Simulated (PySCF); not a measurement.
PySCF input file for B(F)(Br)(vinyl) (C2H3BBrF), SMILES FB(C=C)Br, PBE/pcSseg-1. The structure is a stationary point at PBE0-D3(BJ)/def2-SVP. The structure was generated by enumeration, and PubChem lists no compound with its InChIKey, so it may never have been made. One conformer was computed; it need not be the lowest.

```python
import numpy as np
from pyscf import gto, scf, dft
from pyscf.prop.nmr import rks as nmr

mol = gto.M(
    atom='''
    B     0.70257088    0.53504909    0.00000000
    F     2.01573596    0.40521376   -0.00000000
    Br   -0.32646749   -1.09006380   -0.00000000
    C     0.05426587    1.93716955   -0.00000000
    C    -1.26872171    2.15395640    0.00000000
    H     0.73045008    2.80137345    0.00000000
    H    -1.69389754    3.16280587    0.00000000
    H    -1.97793350    1.31912857   -0.00000000
    ''',
    basis='pcSseg-1',
    charge=0,
    spin=0,
    max_memory=1600,
    verbose=3,
)
mf = dft.RKS(mol, xc='pbe')
mf.grids.level = 3
mf.conv_tol = 1e-10
mf.max_cycle = 100
mf.kernel()
n = nmr.NMR(mf)
n.verbose = 2
n.max_cycle_cphf = 60
sigma = n.kernel()
print('atom   isotropic/ppm   span/ppm')
for i, s in enumerate(sigma):
    w = np.linalg.eigvalsh((s + s.T) / 2)
    print(f'{mol.atom_symbol(i):2s}{i + 1:3d} {w.mean():14.3f} {w[2] - w[0]:11.3f}')
```

Output:

```
converged SCF energy = -2776.03763164578
atom   isotropic/ppm   span/ppm
B   1         50.745      39.795
F   2        158.412     381.060
Br  3       2327.575     993.440
C   4         41.281     225.384
C   5         21.283     261.081
H   6         24.881       3.875
H   7         24.339       4.982
H   8         24.127       9.517
```

The run converged.

Cost: about 15 core-seconds (a rough figure).
